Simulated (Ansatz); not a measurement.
Species: C₂H₆Cl₂Si₂, charge 0, multiplicity 1. 
Coordinates optimised at B3LYP-D3(BJ)/def2-TZVP (Ansatz, a program for electronic structure):
```
C
C 1 1.3389
H 2 1.0872 1 122.45
H 2 1.0872 3 115.10 1 180.00
Si 1 1.8602 2 119.00 3 177.86
H 5 1.4745 1 111.79 2 -114.32
H 5 1.4777 6 110.80 1 -122.43
Si 1 1.8602 2 119.00 3 -2.14
H 8 1.4745 1 111.79 2 -114.32
H 8 1.4777 9 110.80 1 -122.43
Cl 5 2.0709 6 106.94 7 -118.26
Cl 8 2.0709 9 106.94 10 -118.26
```

Quantity: atomisation energy (electronic, to ground-state atoms), in kcal/mol. Correlated levels leave the core frozen unless marked. UHF or UKS for open shells. No spin-orbit coupling. Non-relativistic. The coupled-cluster limit lacks core correlation, which all-electron functionals hold. CBS(X,Y): correlation extrapolated as X^-3; Hartree-Fock from the larger set.

| level | program | atomisation energy (kcal/mol) | minus last row |
|---|---|---|---|
| HF/STO-3G | Ansatz | 975.8 | -45.7 |
| HF/6-31G* | Ansatz | 755.0 | -266.5 |
| revPBE-D3(BJ)/def2-TZVPD | Ansatz + dftd3 | 1004.3 | -17.2 |
| HSE06/def2-TZVPD | Ansatz | 1011.0 | -10.5 |
| LC-wPBE-D3(BJ)/def2-TZVPD | Ansatz + dftd3 | 1015.9 | -5.6 |
| LC-wPBE-D4/def2-TZVPD | Ansatz + dftd4 | 1016.6 | -4.9 |
| LC-wPBE/def2-TZVPD | Ansatz | 1006.1 | -15.4 |
| RI-MP2/CBS(cc-pV(T+d)Z,cc-pV(Q+d)Z) | Ansatz | 1036.6 | 15.1 |
| SCS-MP2/cc-pV(D+d)Z | Ansatz | 941.4 | -80.1 |
| SCS-MP2/aug-cc-pV(T+d)Z | Ansatz | 1007.1 | -14.4 |
| CCSD/6-31G* | Ansatz | 901.3 | -120.2 |
| CCSD(T)/STO-3G | Ansatz | 1101.4 | 79.9 |
| CCSD(T)/aug-cc-pV(T+d)Z | Ansatz | 995.6 | -25.9 |
| CCSD(T)/cc-pwCVTZ | Ansatz | 991.3 | -30.2 |
| CCSD(T)/CBS(cc-pV(T+d)Z,cc-pV(Q+d)Z) | Ansatz | 1021.5 | 0.0 |
